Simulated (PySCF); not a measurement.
## Exercise with solution: entropy of an ideal gas

C3H3, SMILES [cH+]1cc1, charge +1.

The structure is a stationary point at PBE0-D3(BJ)/def2-TZVP.

PBE0-D3(BJ)/def2-TZVP (PySCF 2.14.0) gives the harmonic wavenumbers 779, 940, 940, 1030, 1030, 1048, 1344, 1344, 1685, 3256, 3256, 3305 cm⁻¹ and the rotational temperatures 1.4868, 1.4868, 0.7434 K. The molar mass is 39.06 g/mol, the symmetry number 6, the spin multiplicity 1.

**Question.** Work out the entropy at 298.15 K and 1 atm in the rigid-rotor, harmonic-oscillator model.

**Answer.** 
Translation (Sackur–Tetrode at 1 atm): S = R[1.5 ln M + 2.5 ln T − 1.16487] = 154.5 J/(mol K).
Rotation: q = (√π/σ) T^1.5/√(θA θB θC) = 1190, S = R[ln q + 3/2] = 71.3 J/(mol K).
Vibration: with u = 1.4388 ν/T, each mode gives R[u/(e^u − 1) − ln(1 − e^−u)]:
```tsv
ν (cm⁻¹)	modes	u	S (J/(mol K))
779	1	3.76	0.94
940	2	4.54	1.00
1030	2	4.97	0.69
1048	1	5.06	0.32
1344	2	6.49	0.19
1685	1	8.13	0.02
```
The stiffer modes add less than 0.005 each. Sum 3.2 J/(mol K).
Spin: R ln 1 = 0.0 J/(mol K).
Total 228.9 J/(mol K); the program's own thermochemistry gives 228.9. Translation makes up 67 % and vibration 1 %. Anharmonicity, hindered rotation and orbital degeneracy are left out.
